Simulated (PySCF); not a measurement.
A structure optimised at PBE0-D3(BJ)/def2-SVP, used in a PySCF frequency run:

```xyz
4

B     -0.4532     1.0025     0.0000
Cl     0.7302     2.2793     0.0000
F     -1.7261     1.3115     0.0000
I      0.1017    -1.0484     0.0000
```

Question: Write its SMILES, formula and point group.

Answer: FB(Cl)I, BClFI, Cs

Question: What are its rotational constants (standard atomic weights)?

Answer: 6.3965, 1.3816, 1.1362 GHz
